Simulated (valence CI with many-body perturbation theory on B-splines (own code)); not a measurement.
## Energy levels of Kr IV

Method: configuration interaction combined with many-body perturbation theory (CI+MBPT): five valence electrons over a frozen Dirac-Fock core [Ar] 3d10, radial functions for each j: 9 s, 9 p, 8 d, 6 f, 3 g, 1 h, with the one-electron correlation potential Σ1, the two-electron term Σ2, the three-electron term Σ3, Breit, model QED; selected CI, second order for the rest, scaled by the run's own slope (own B-spline code, finite nucleus).

Against 41 measured levels this calculation errs by 172 cm⁻¹ on average and by 331 at most. These come from a selection out of Saloman, J. Phys. Chem. Ref. Data 36, 215 (2007). Levels without a partner in it may be off by more. Among the levels kept, up to 1300 cm⁻¹ of a level comes from second order outside the variational space, and about a tenth of that is noise between levels of different J, which matters for small intervals. 2 measured levels below the end of the list, from 202373 cm⁻¹ on, found no clear computed partner, and computed levels of the same name lie up to 1986 cm⁻¹ from them.

Levels 1 to 45 of 49, with energies above the lowest level, 4s2 4p3 4S°_3/2. "Leading %" is the weight of the configuration and term that name the level; weights of strongly mixed levels are sums over their largest components and can fall short. Lifetimes count E1, E2, E3, M1 and M2 decay at the calculated energies, and are blank where another channel may lead or the interval is too uncertain; long ones can be off by a factor of two.

```tsv
No.	Configuration	Term	J	E (cm⁻¹)	Leading %	Second component	Lifetime	g
1	4s2 4p3	4S°	3/2	0.0	94			1.986
2	4s2 4p3	2D°	3/2	17134	86	9 % 4s2 4p3 2P°	352 ms	0.859
3	4s2 4p3	2D°	5/2	18781	96		5.59 s	1.200
4	4s2 4p3	2P°	1/2	31183	95		58.7 ms	0.666
5	4s2 4p3	2P°	3/2	33513	84	10 % 4s2 4p3 2D°	24.2 ms	1.291
6	4s 4p4	4P	5/2	118508	86	9 % 4s2 4p2 4d 4P	3.03 ns	1.596
7	4s 4p4	4P	3/2	122160	87	10 % 4s2 4p2 4d 4P	2.85 ns	1.731
8	4s 4p4	4P	1/2	123842	86	10 % 4s2 4p2 4d 4P	2.71 ns	2.663
9	4s 4p4	2D	3/2	145565	73	20 % 4s2 4p2 4d 2D	1.48 ns	0.813
10	4s 4p4	2D	5/2	146438	74	20 % 4s2 4p2 4d 2D	1.69 ns	1.205
11	4s2 4p2 4d	2P	3/2	163210	58	35 % 4s 4p4 2P	924 ps	1.321
12	4s2 4p2 4d	2P	1/2	165952	48	32 % 4s 4p4 2P	735 ps	0.850
13	4s2 4p2 4d	4F	3/2	172409	91		15.6 ns	0.432
14	4s2 4p2 4d	4F	5/2	173796	88	7 % 4s2 4p2 4d 4D	14.6 ns	1.054
15	4s 4p4	2S	1/2	173853	63	18 % 4s2 4p2 4d 2S	732 ps	1.800
16	4s2 4p2 4d	4F	7/2	175905	89	6 % 4s2 4p2 4d 4D	42.0 ns	1.249
17	4s2 4p2 4d	4F	9/2	178550	93		116 ms	1.327
18	4s2 4p2 4d	2F	5/2	178951	70	22 % 4s2 4p2 4d 4D	7.84 ns	0.983
19	4s2 4p2 4d	4D	1/2	180356	92		5.33 ns	0.025
20	4s2 4p2 4d	4D	7/2	180462	48	43 % 4s2 4p2 4d 2F	398 ns	1.289
21	4s2 4p2 4d	4D	3/2	180686	90		3.56 ns	1.175
22	4s2 4p2 4d	4D	5/2	182369	65	25 % 4s2 4p2 4d 2F	2.93 ns	1.223
23	4s2 4p2 4d	2F	7/2	186255	50	41 % 4s2 4p2 4d 4D	26.9 ns	1.266
24	4s2 4p2 4d	2G	7/2	197380	92		4.56 ns	0.897
25	4s2 4p2 4d	2G	9/2	198180	92		48.8 ms	1.118
26	4s2 4p2 5s	4P	1/2	200387	78	9 % 4s2 4p2 4d 4P	76.6 ps	2.550
27	4s2 4p2 4d	4P	5/2	201386	78	8 % 4s 4p4 4P	28.8 ps	1.589
28	4s2 4p2 4d	4P	3/2	202282	50	35 % 4s2 4p2 5s 4P	32.4 ps	1.715
29	4s2 4p2 4d	4P	1/2	204703	70	8 % 4s 4p4 4P	43.7 ps	2.471
30	4s2 4p2 5s	4P	3/2	205152	55	28 % 4s2 4p2 4d 4P	257 ps	1.691
31	4s 4p4	2P	3/2	205519	33	31 % 4s2 4p2 4d 2D	50.1 ps	1.141
32	4s2 4p2 5s	2P	1/2	207334	76	8 % 4s2 4p2 5s 4P	84.6 ps	0.900
33	4s2 4p2 4d	2D	3/2	207636	49	18 % 4s2 4p2 4d 2P	107 ps	1.041
34	4s2 4p2 5s	4P	5/2	207970	81	7 % 4s2 4p2 5s 2D	1.71 ns	1.565
35	4s2 4p2 4d	2P	1/2	210417	56	33 % 4s 4p4 2P	55.2 ps	0.745
36	4s2 4p2 5s	2P	3/2	211597	71	8 % 4s2 4p2 5s 2D	136 ps	1.259
37	4s2 4p2 4d	2D	5/2	211907	85	4 % 4s 4p4 2D	98.9 ps	1.198
38	4s2 4p2 4d	2D	5/2	217429	51	28 % 4s2 4p2 5s 2D	44.3 ps	1.211
39	4s2 4p2 4d	2D	3/2	217584	45	23 % 4s2 4p2 5s 2D	37.1 ps	0.891
40	4s2 4p2 4d	2F	5/2	220178	78	11 % 4s2 4p2 4d 2D	27.8 ps	0.914
41	4s2 4p2 4d	2F	7/2	221385	92		27.0 ps	1.141
42	4s2 4p2 4d	2P	1/2	222259	63	16 % 4s 4p4 2P	34.4 ps	0.775
43	4s2 4p2 5s	2D	3/2	223053	54	27 % 4s2 4p2 4d 2D	167 ps	0.840
44	4s2 4p2 5s	2D	5/2	223307	56	31 % 4s2 4p2 4d 2D	363 ps	1.213
45	4s2 4p2 4d	2P	3/2	225410	62	11 % 4s2 4p2 5s 2P	34.7 ps	1.284
```

Names give the largest LS component (configuration and term), which can be under half, so a name can repeat, a term be missing and a line seem to break the LS rules; names also repeat where a configuration has a term twice.

Where two levels of one J and parity lie close, their mixing, g and order are uncertain.

The ionisation energy to 4s2 4p2 3P_0 of the next ion comes out as 50.667 eV (NIST: 50.85 ± 0.11 eV (measured)). All 49 levels together are meant to be complete up to 236682 cm⁻¹.
